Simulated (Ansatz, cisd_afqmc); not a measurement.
Species: Te, charge 1, quartet.

Total energies in def2-SVPD, 5 correlated electrons, 9 frozen orbitals. UHF or UKS for unpaired electrons; spin-orbit terms are left out. Cores are frozen in correlated methods (noble-gas shells, and filled d and f shells in the p block). Past Kr the def2 sets carry scalar-relativistic core potentials. AFQMC is phaseless with a CISD trial state; ± is one standard error, without the phaseless bias. Outlying blocks are dropped, and bars are widened where a walk drifts. Over all cases where full CI ran beside it in this data, AFQMC minus full CI had a median of +0.1 mEh and passed +0.4 mEh in a tenth of the cases. Spin-orbit terms, left out, reach several kcal/mol for Br and I, and more for heavier atoms.

| method | program | energy (Eh) | minus CCSDTQ (mEh) |
|---|---|---|---|
| HF | Ansatz | -266.71490 | 60.45 |
| MP2 | Ansatz | -266.76174 | 13.61 |
| CCSD | Ansatz | -266.77450 | 0.85 |
| CCSD(T) | Ansatz | -266.77513 | 0.22 |
| CCSDT(Q) | Ansatz | -266.77534 | 0.02 |
| CCSDTQ | Ansatz | -266.77535 | 0.00 |
| AFQMC/CISD | cisd_afqmc | -266.7753 ± 0.0001 | 0.0 ± 0.1 |

Ansatz is a quantum-chemistry and plane-wave program.
